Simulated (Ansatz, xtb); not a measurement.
**AlBrH3NO: where a starting geometry ends**

The starting geometry of this gas-phase singlet has its atoms placed at random.

```xyz
7

Al   -1.7380    0.9951   -0.4975
Br    1.3002    0.3107    0.4943
N    -0.9919   -1.6075   -0.4230
O     0.3762   -0.6035   -1.0370
H    -1.0616   -0.0245    0.4463
H    -1.6149    0.7603    0.9148
H     0.6441    1.0079    1.6455
```

Guess where an optimisation with r2SCAN-D4/def2-SVP ends from this start.

It falls apart into AlBrHNO + H2. Contacts that open: Al1–H5 (1.55 → 4.71 Å), Al1–H6 (1.44 → 4.42 Å), Br2–O4 (2.01 → 4.27 Å), Br2–H7 (1.50 → 4.10 Å). Contacts that close: Al1–Br2 (3.27 → 2.29 Å), Al1–N3 (2.71 → 1.96 Å), N3–O4 (1.80 → 1.24 Å), N3–H7 (3.71 → 1.06 Å), H5–H6 (1.07 → 0.76 Å).

The energy falls by 10.89 eV over 107 steps:

```csv
step,E − E(last) (eV)
1,10.886
13,2.402
25,2.287
36,2.235
48,2.226
60,2.211
72,2.141
83,0.882
95,0.047
107,0.000
```

Final geometry (Å):

```json
{"atom": "Al", "x (Å)": "0.3826", "y (Å)": "1.2092", "z (Å)": "-1.4255"}
{"atom": "Br", "x (Å)": "2.6665", "y (Å)": "1.0941", "z (Å)": "-1.5024"}
{"atom": "N", "x (Å)": "-0.2241", "y (Å)": "0.0245", "z (Å)": "0.0161"}
{"atom": "O", "x (Å)": "-0.7212", "y (Å)": "-1.1028", "z (Å)": "-0.1263"}
{"atom": "H", "x (Å)": "-2.3649", "y (Å)": "-0.1989", "z (Å)": "2.1298"}
{"atom": "H", "x (Å)": "-2.1573", "y (Å)": "-0.7323", "z (Å)": "1.6260"}
{"atom": "H", "x (Å)": "-0.6678", "y (Å)": "0.5447", "z (Å)": "0.8259"}
```

From the same start GFN2-xTB ends elsewhere, differing in Al1–O4 (1.66 against 2.87 Å here), Al1–H6 (1.51 against 4.42 Å here), Br2–H7 (1.41 against 4.10 Å here), N3–H5 (1.01 against 3.02 Å here), N3–H7 (4.24 against 1.06 Å here), H5–H6 (4.07 against 0.76 Å here).

From so rough a start the end depends on the optimiser's path, so another program may land elsewhere. No frequencies were run, so the end isn't proven a minimum. Run with Ansatz 0.2.0, 3.9 min on 2 threads of Intel(R) Xeon(R) Platinum 8375C CPU @ 2.90GHz (Ice Lake), on a shared host.
